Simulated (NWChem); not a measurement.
## Total energies of Ga (-1)

```xyz
1

Ga     0.0000     0.0000     0.0000
```
Charge -1, spin multiplicity 3.

Program: NWChem.

Basis set: def2-TZVPD (54 functions).

```json
[
 {"method": "UHF", "total energy (Ha)": "-1923.20848"},
 {"method": "UMP2", "total energy (Ha)": "-1923.39857"},
 {"method": "UB2PLYP", "total energy (Ha)": "-1924.43659"},
 {"method": "UPBE", "total energy (Ha)": "-1924.51423"},
 {"method": "UB3LYP", "total energy (Ha)": "-1924.85756"},
 {"method": "UCAM-B3LYP", "total energy (Ha)": "-1924.92108"}
]
```

Total energies of different functionals aren't comparable as a measure of quality: only differences taken within one method are. 

The Hamiltonian is non-relativistic. The correlated methods keep 9 core orbitals frozen. B3LYP has NWChem's definition, with VWN1-RPA local correlation. No SCF solution was tested for a lower state. Open-shell Hartree-Fock references start from PBE0 orbitals.
